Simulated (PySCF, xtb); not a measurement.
C₃H₄O₃, SMILES O=C1OCCO1 (connectivity only; charge and spin as stated), charge +1, multiplicity 2. Other conformers were not sampled.

Harmonic wavenumbers (cm⁻¹) from GFN2-xTB (xtb) at its own minimum, in rising order: 193, 224, 470, 657, 703, 705, 707, 819, 825, 899, 970, 973, 1020, 1069, 1088, 1201, 1202, 1286, 1319, 1764, 2712, 2721, 2782, 2797.

Question: What does PBE-D3(BJ)/def2-SVP in PySCF give at its own minimum? (An estimate is asked for; the answer gives what the named calculation found.)

Answer: 135, 208, 431, 616, 724, 746, 751, 780, 885, 897, 991, 1003, 1012, 1079, 1137, 1230, 1292, 1324, 1327, 1546, 2898, 2908, 2956, 2957. Paired by order, the mean absolute difference is 65 cm⁻¹ and the zero-point energies are 41.6 and 42.6 kcal/mol.
